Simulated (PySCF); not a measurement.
TDDFT excited states: C8H16Ge

Species: C8H16Ge.
SMILES with atom numbers: `[CH3:1][C:2]([CH3:3])([CH3:4])[GeH:5]1[CH2:6][CH:7]=[CH:8][CH2:9]1` (hydrogens: H10, H11, H12 on C1; H13, H14, H15 on C3; H16, H17, H18 on C4; H19 on Ge5; H20, H21 on C6; H22 on C7; H23 on C8; H24, H25 on C9)

Geometry (PBE0-D3(BJ)/def2-SVP, Å), atoms numbered from 1 in this order:
```
atom  x, y, z in Å
C1    -2.3265    1.3491    0.7057
C2    -1.5961    0.4482   -0.2888
C3    -2.3801    0.3627   -1.5973
C4    -1.4063   -0.9473    0.3044
Ge5    0.1896    1.2209   -0.6633
C6     1.3209    0.0360   -1.7647
C7     2.3849   -0.3945   -0.7935
C8     2.4248    0.1177    0.4464
C9     1.4070    1.1321    0.8885
H10   -1.7804    1.4356    1.6591
H11   -3.3270    0.9402    0.9367
H12   -2.4707    2.3665    0.3076
H13   -1.8724   -0.2750   -2.3392
H14   -2.5276    1.3554   -2.0525
H15   -3.3810   -0.0719   -1.4216
H16   -0.8387   -0.9201    1.2481
H17   -2.3858   -1.4100    0.5224
H18   -0.8716   -1.6196   -0.3853
H19    0.0293    2.6438   -1.2475
H20    0.7607   -0.8262   -2.1656
H21    1.7505    0.5562   -2.6373
H22    3.1353   -1.1294   -1.1086
H23    3.2081   -0.1981    1.1458
H24    1.8724    2.1062    1.1146
H25    0.8892    0.8166    1.8106
```

Computed with TDDFT CAM-B3LYP/def2-SVPD, vertical, gas phase, core orbitals frozen in the response in PySCF. The CAM-B3LYP/def2-SVPD calculation is non-relativistic and has no spin–orbit coupling, an omission that weighs most on germanium.

| state | E (eV) | λ (nm) | f | symmetry | main configurations (H = HOMO, L = LUMO) |
| --- | --- | --- | --- | --- | --- |
| S1 | 6.69 | 185.4 | 0.010 | A′ | H→L (58%), H→L+3 (33%) |
| S2 | 6.98 | 177.7 | 0.129 | A″ | H→L+1 (87%) |
| S3 | 7.18 | 172.8 | 0.0009 | – | H-2→L+1 (89%) |
| S4 | 7.28 | 170.3 | 0.021 | A′ | H-1→L (59%), H→L (16%), H→L+3 (16%) |
| S5 | 7.34 | 169.0 | 0.015 | A″ | H→L+2 (82%) |
| S6 | 7.54 | 164.3 | 0.0070 | A″ | H-1→L+1 (66%), H-3→L+1 (15%) |
| S7 | 7.67 | 161.6 | 0.011 | A′ | H→L+4 (36%), H→L+7 (23%), H-1→L (10%) |
| S8 | 7.69 | 161.2 | 0.035 | A″ | H-2→L (44%), H-1→L+2 (22%), H-1→L+1 (9%) |
| S9 | 7.71 | 160.9 | 0.0004 | – | H→L+7 (32%), H→L+4 (32%), H-1→L+3 (12%) |
| S10 | 7.72 | 160.5 | 0.0001 | – | H-1→L+2 (32%), H-2→L (25%), H→L+6 (20%) |

Triplets, Tamm–Dancoff:

```
state  E (eV)  λ (nm)  main configurations (H = HOMO, L = LUMO)
   T1    4.28   289.6                H→L+1 (75%), H-1→L+1 (11%)
   T2    6.57   188.8                    H→L (56%), H→L+3 (34%)
   T3    7.03   176.4                             H-2→L+1 (87%)
   T4    7.17   172.8       H-1→L (54%), H→L (16%), H→L+3 (15%)
```

The lowest singlet comes at 185 nm (645 kJ/mol) in the vacuum ultraviolet; it is weak; its leading configuration is HOMO→LUMO (58%). The strongest level in the table is S2 at 6.98 eV (178 nm, f = 0.129). Löwdin shares by element: HOMO carbon 72% or more (atoms not listed hold the other 28%); LUMO carbon 19% or more, germanium 17% (atoms not listed hold the other 64%). The listed states span 1.03 eV, and the widest gap between neighbours is 0.29 eV (S1 to S2). Of the 10 states listed, 6 reach f = 0.01 and 2 stay under 0.0005. The oscillator strengths of these states sum to 0.229; summed over the whole spectrum of an exact calculation they would give the number of electrons, 96 (Thomas–Reiche–Kuhn). All these states lie below the vertical ionisation energy of 8.89 eV (ΔSCF). Symmetry labels in Cs follow from the direction of the transition dipole and are given only for states with f of 0.002 or more. Only the lowest 10 singlets were computed, as vertical energies without vibronic structure.
